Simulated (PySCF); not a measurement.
Atom-mapped SMILES (the numbers label the heavy atoms): `[F:1][C:2]1=[CH:3][C@@H:4]1[Si@H:5]([F:6])[PH2:7]` (H(Xn): hydrogen on atom n).

Geometry: PBE0-D3(BJ)/def2-SVP; GIAO shifts from PySCF, gas phase, non-relativistic, averaged over equivalent atoms.

At PBE0/6-311+G(2d,p) (235 basis functions, 35 s wall time on 1 thread of an Arm Neoverse V1, shared host):
| atoms | δ (ppm) |
| --- | --- |
| F1 | -144.5 |
| F6 | -204.9 |
| C2 | 145.9 |
| C3 | 69.3 |
| C4 | 25.6 |
| Si5 | 19.5 |
| P7 | -280.1 |
| H(Si5) | 6.20 |
| H(C3) | 5.11 |
| H(C4) | 1.85 |
| H(P7) | 1.80 |

Chemical shifts δ = σref − σ; ¹⁹F (σref 174.75) against CFCl3; ¹³C (σref 186.44) and ²⁹Si (σref 344.43) and ¹H (σref 31.51) against TMS; ³¹P (σref 297.00) against H3PO4, all at this level.

**Question.** Predict the values at PBE0/cc-pVTZ on the same geometry.

**Answer.** 
| atoms | δ at PBE0/cc-pVTZ | change |
| --- | --- | --- |
| F1 | -135.8 | +8.7 |
| F6 | -195.5 | +9.4 |
| C2 | 145.7 | -0.2 |
| C3 | 68.7 | -0.6 |
| C4 | 24.7 | -0.9 |
| Si5 | 20.5 | +1.0 |
| P7 | -277.1 | +3.0 |
| H(Si5) | 6.03 | -0.17 |
| H(C3) | 5.16 | +0.05 |
| H(C4) | 1.73 | -0.12 |
| H(P7) | 1.55 | -0.25 |

Referencing at the same level of theory: CFCl3 for ¹⁹F (σref 182.60); ¹³C (σref 187.29), ²⁹Si (σref 360.00), ¹H (σref 31.29) against TMS; ³¹P (σref 319.75) vs H3PO4.

The largest change is at F6 (fluorine bonded to Si). Cost: 288 basis functions, 52 s wall time on 1 thread of an Arm Neoverse V1, shared host. The order of the carbon signals is the same at both levels.

Unscaled 19F shifts against computed CFCl3 carry errors that often reach 10 to 50 ppm. Experimental scales use liquid or dissolved standards, which lie at an offset from isolated H3PO4.
